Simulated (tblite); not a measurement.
Write Cartesian coordinates for `C=C=C(C#CC)[SiH2]C(=O)O` as optimised with GFN2-xTB.

```
atom  x, y, z in Å
C1     0.7614    2.6010   -0.1742
C2     0.3409    1.3842   -0.0642
C3    -0.0257    0.1314    0.0425
C4    -1.3855   -0.2380    0.1708
C5    -2.5337   -0.5828    0.2648
C6    -3.9200   -0.9801    0.3678
Si7    1.2600   -1.2645    0.0307
C8     2.9076   -0.4111   -0.4472
O9     3.3924   -0.3444   -1.5484
O10    3.4900    0.1612    0.6153
H11    0.8613    3.0838   -1.1340
H12    1.0204    3.1933    0.6897
H13   -4.4640   -0.6603   -0.5214
H14   -4.3787   -0.5203    1.2434
H15   -3.9942   -2.0640    0.4569
H16    0.9285   -2.2662   -0.9825
H17    1.4211   -1.8376    1.3697
H18    4.3094    0.6207    0.3595
```

Orientation and origin are arbitrary. Atoms count from 1 in this order. The 2 C–O bonds span 1.205 Å (C8=O9, drawn double) to 1.340 Å (C8–O10, drawn single), a spread of 0.135 Å. The C–C distances run from 1.203 Å (C4≡C5, drawn triple) to 1.446 Å (C5–C6, drawn single), a spread of 0.243 Å. Si7 (SiH2 silicon) is distorted tetrahedral (angles from 104.9° to 113.0°).

Bonds between heavy atoms (Å): C1=C2 1.292, C2=C3 1.310, C3–C4 1.415, C4≡C5 1.203, C5–C6 1.446, C3–Si7 1.898, Si7–C8 1.916, C8=O9 1.205, C8–O10 1.340.

Computed geometry: GFN2-xTB, gas phase.

Point group: C1 (no symmetry element, even within 0.4 Å). Its GFN2-xTB frequencies are all real (lowest 18 cm⁻¹). The numbers are those of one conformer (C2–C3–Si7–C8 -9°, C3–Si7–C8–O9 -96°, Si7–C8–O10–H -178°). 3 starts were optimised and ended at 0.00, 0.36 and 0.48 kcal/mol (GFN2-xTB); the lowest of these is shown.
